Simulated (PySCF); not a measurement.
## Unknown compound

Molecular formula: C4H11OPSi. Simulated spectra:

¹H NMR (500 MHz, computed): δ 7.26 (m, 1H), 4.13 (m, 1H), 4.03 (m, 1H), 2.33 (m, 2H), 1.81 (m, 2H), 1.25 (m, 2H), 0.99 (m, 2H).

¹³C{¹H} NMR (computed): δ 29.3 (CH2), 2.6 (CH2).

[PySCF: shielding tensors at PBE0/pcSseg-1 (GIAO); GFN2-xTB geometry; non-relativistic Hamiltonian; one computed conformer; fast rotation and ring inversion assumed for equivalent nuclei; no solvent model]

Referencing at the same level of theory: ¹H (31.72 ppm) and ¹³C (186.93 ppm) against TMS.

Problem. Which candidate is it?
A. [SiH3]P1CCOCC1
B. O=[PH]1CC[SiH2]CC1
C. O=P1(C[SiH3])CCC1

Solution. B. 

1. 2 carbon signals for 4 carbons: some carbons are equivalent by symmetry or fast rotation.
2. Carbon types of the structure: 4 × CH2, leaving 3 H on heteroatoms.
3. δC 29.3: sp3 CH2 bonded to P.
4. δC 2.6: sp3 CH2 bonded to Si; an electropositive neighbour leaves it electron-rich and shielded.
5. δH 7.26: hydrogen on a phosphorus bonded to 2 C, O, in a 6-membered ring.
6. δH 2.33, 1.25: hydrogen on an sp3 CH2 bonded to P.
7. δH 1.81, 0.99: hydrogen on an sp3 CH2 bonded to Si.

The others: O=P1(C[SiH3])CCC1 would give 3 carbon signals, not 2; [SiH3]P1CCOCC1 would give 3 signals for carbon-bound and other non-exchanging H, not 7.

Splittings by ³¹P in the carbon and heteronuclear signals aren't shown, as no couplings were computed. Shifts are as computed. Against solution values, carbons near 30 ppm lie about +3 ppm off and those near 130 ppm about +5 ppm. Of 1211 compounds with measured shifts, 218 miss one by over three times the rms of a fit or turn the order of signals round; such compounds aren't used in these exercises. Multiplicities follow the n + 1 count of equivalent neighbours, as no J values were calculated; m marks all less simple cases, F and P coupling included.
